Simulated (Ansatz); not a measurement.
Cost and result up the ladder for the cluster In₃P₂Cl₃ (8 atoms). Total charge 0; singlet. Geometry: PBE-D4/def2-SVP.

```
atom   x (Å)   y (Å)   z (Å)
 In1  -1.889  -1.360   0.242
 In2  -0.965   2.682   0.354
 In3   2.129   0.100   1.450
  P4   0.266  -2.492  -1.482
  P5   1.951  -1.634  -1.030
 Cl6  -2.448   0.815  -1.099
 Cl7   1.506   1.757  -0.547
 Cl8  -0.550   0.133   2.112
```

Ansatz on 2 threads of AMD EPYC 7R13 on a shared host and a share (18 GiB) of an NVIDIA H100 80GB HBM3. Times are rough, and most runs start from the orbitals of an earlier one. No level here is sound enough to serve as a yardstick. Binding counts from free atoms at the same level (In doublet, P quartet, Cl doublet; other spins of the atoms weren't run), without zero-point energy or a counterpoise term.

In the def2 sets In takes a core potential; there is no spin–orbit coupling. Correlated methods freeze 37 core orbitals; core or outer-core shells of In are correlated, in sets that lack core-valence functions. The rows differ in basis, and correlated rows in double-zeta sets carry the largest basis error. Another isomer (singlet) lies 0.12 eV lower at PBE0-D4/def2-TZVP; other spin states weren't run for this one.

Run but left out: B2PLYP/def2-TZVP (restricted singlet, unstable in another Hartree–Fock run and untested here).

Correlated methods converge slowly with the basis, most of all in double-zeta sets.

```
                         level  functions  wall time
PBE-D4/def2-TZVP (with forces)        335       11 s
             PBE0-D4/def2-TZVP        335       11 s
             BLYP-D4/def2-TZVP        335       13 s
           r2SCAN-D4/def2-TZVP        335       15 s
              CCSD(T)/def2-SVP        168       15 s
```

Problem. Estimate what each level gives for the binding energy per atom (eV).

Solution. 
```json
{"level": "PBE-D4/def2-TZVP (with forces)", "binding energy per atom (eV)": "2.73", "remarks": "restricted SCF unstable in HF"}
{"level": "PBE0-D4/def2-TZVP", "binding energy per atom (eV)": "2.60", "remarks": "restricted SCF unstable in HF"}
{"level": "BLYP-D4/def2-TZVP", "binding energy per atom (eV)": "2.66", "remarks": "restricted SCF unstable in HF"}
{"level": "r2SCAN-D4/def2-TZVP", "binding energy per atom (eV)": "2.63", "remarks": "restricted SCF unstable in HF"}
{"level": "CCSD(T)/def2-SVP", "binding energy per atom (eV)": "2.27", "remarks": "restricted SCF unstable"}
```
